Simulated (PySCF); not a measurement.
# Two-component Hartree-Fock for Cr⁴⁺ (chromium, charge +4)

Start: [Ar] 3d2; 3d3/2 filled at m_j = +1/2, +3/2. Calculated with PySCF 2.14 in x2c-TZVPall-2c (6s7p4d1f, 54 functions): generalised Hartree-Fock with the X2C-1e Hamiltonian and a Gaussian nucleus; one run each with spin-orbit coupling (SO) switched off, then screened by Boettger's factors.

```json
{"spinor shell": "1s1/2", "electrons": "2", "ε, spin-free (eV)": "-6105.4", "ε, screened SO (eV)": "-6105.4", "weight of nominal j (screened SO)": "1.000", "rms radius, screened SO (bohr)": "0.0734"}
{"spinor shell": "2s1/2", "electrons": "2", "ε, spin-free (eV)": "-788.43", "ε, screened SO (eV)": "-788.40", "weight of nominal j (screened SO)": "1.000", "rms radius, screened SO (bohr)": "0.316"}
{"spinor shell": "2p1/2", "electrons": "2", "ε, spin-free (eV)": "-669.50", "ε, screened SO (eV)": "-675.94", "weight of nominal j (screened SO)": "0.989", "rms radius, screened SO (bohr)": "0.285"}
{"spinor shell": "3s1/2", "electrons": "2", "ε, spin-free (eV)": "-152.04", "ε, screened SO (eV)": "-152.03", "weight of nominal j (screened SO)": "1.000", "rms radius, screened SO (bohr)": "0.938"}
{"spinor shell": "3p1/2", "electrons": "2", "ε, spin-free (eV)": "-115.80", "ε, screened SO (eV)": "-117.85", "weight of nominal j (screened SO)": "0.654", "rms radius, screened SO (bohr)": "0.990"}
{"spinor shell": "3p3/2", "electrons": "4", "ε, spin-free (eV)": "-115.80", "ε, screened SO (eV)": "-114.77", "weight of nominal j (screened SO)": "0.827", "rms radius, screened SO (bohr)": "0.995"}
{"spinor shell": "3d3/2", "electrons": "2", "ε, spin-free (eV)": "-69.937", "ε, screened SO (eV)": "-69.966", "weight of nominal j (screened SO)": "0.735", "rms radius, screened SO (bohr)": "1.11"}
```

(1) Where does 2p3/2 lie, and what is the 2p spin-orbit splitting (screened SO)?

```json
{"quantity": "E (hartree)", "spin-free": "-1046.00235", "screened SO": "-1046.01650"}
{"quantity": "M_J", "spin-free": "2", "screened SO": "2"}
{"quantity": "⟨J²⟩", "spin-free": "8.004", "screened SO": "7.747"}
{"quantity": "⟨L²⟩", "spin-free": "12.003", "screened SO": "11.993"}
{"quantity": "⟨S²⟩", "spin-free": "2.001", "screened SO": "1.997"}
```

The determinant has a definite M_J but mixes levels of different J.

Each row is a mean over spinors that exchange with the open shell spreads, by up to 10.062 eV (3p1/2).

Rows whose weight is well below 1 are mixtures of j = l ± 1/2: exchange outweighs spin-orbit coupling there, and the label is only the starting occupation.

Without spin-orbit coupling the j labels of p, d and f shells carry no meaning; the spin-free column gives the mean over the occupied spinors of each nl shell, and its ⟨J²⟩ belongs to a mixture of degenerate components.

Answers

(1) At -666.31 eV, 9.631 eV above 2p1/2.
